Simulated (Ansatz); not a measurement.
Energy needed to pull apart AlHI (SMILES [AlH][I]), doublet, into free ground-state atoms, from the structure below (at a frame of a short PBE0-D4/def2-SVP trajectory); no zero-point or spin–orbit terms; open-shell atoms are treated unrestricted, in their ground-state multiplicity.

```
atom    x (Å)    y (Å)    z (Å)
 Al1  -0.3075  -0.5068  -0.2202
  I2   1.7498  -0.1389   0.9430
  H3  -1.3440   0.5612  -0.6777
```

Ansatz 0.2.0; basis: def2-TZVPP; cores frozen in the correlated methods; orbitals are unrestricted. Filled d shells of the heavier atoms are correlated. Core potentials replace the inner electrons of the atoms past krypton. The def2 sets are not built for correlating such inner shells, so the correlated values are less sure here.

```csv
method,atomization energy (kJ/mol)
PBE-D4,?
r2SCAN-D4,562
PBE0-D4,544
wB97M-V,530
HF,?
MP2,546
CCSD,515
CCSD(T),526
```

Problem. What does HF give? (An estimate is asked for; the value comes from the calculation.)

Solution. By the calculation: 414 kJ/mol, which is about 112 kJ/mol less than CCSD(T)/def2-TZVPP.

Problem. What does PBE-D4 give? (An estimate is asked for; the value comes from the calculation.)

Solution. The calculation gives: 544 kJ/mol, which is about 18 kJ/mol more than CCSD(T)/def2-TZVPP.

In triple zeta the MP2 and coupled-cluster atomization energies are still short of their basis limit by a few kcal/mol a bond, whereas those of the functionals are nearly converged, so these differences are not deviations from converged CCSD(T).

The T1 diagnostic stays at or below 0.011. ⟨S²⟩ of the unrestricted Hartree–Fock references: 0.76 (a pure state has 0.75).

For scale, one of the runs: CCSD(T)/def2-TZVPP forces, 106 basis functions, launched by `ansatz run in.yaml --threads 2 --pin off --events-out ev --progress --plain --max-ram 3481MiB`. Time: 80 s of wall clock on 2 CPU threads of an Arm Neoverse V2; the host was shared. Peak host memory: 1.3 GiB.
